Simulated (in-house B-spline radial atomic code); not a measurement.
**The argon ion Ar⁺: [Ne] 3s2 3p5**

Computed with an all-electron radial atomic-structure program (B-spline basis): non-relativistic r2SCAN, spin-polarised, spherical fractional occupations, point nucleus.

Effective charges: Z_r = [3n² - l(l+1)]/(2<r>) from the radius, Z_e = n√(-2ε) from the energy, and Slater's rules. Values are occupation-weighted means over spin.

```csv
shell,electrons,ε (eV),<r> (bohr),Z_r,Z_e,Slater
1s,2,-3136.2,0.08621,17.40,15.18,17.70
2s,2,-314.24,0.4147,14.47,9.61,13.85
2p,6,-247.11,0.3767,13.27,8.52,13.85
3s,2,-37.54,1.38,9.78,4.98,7.10
3p,5,-22.653,1.551,8.06,3.87,7.10
```

The least bound orbital is 3p down at -21.82 eV, and it is also the most diffuse (<r> = 1.562 bohr).

The density falls to 0.001 bohr⁻³ at 3.419 bohr; Σ<r²> = 20.065 bohr² gives, by the non-relativistic formula and without the paramagnetism of open shells, a Langevin diamagnetic susceptibility of -15.89×10⁻⁶ cm³/mol.
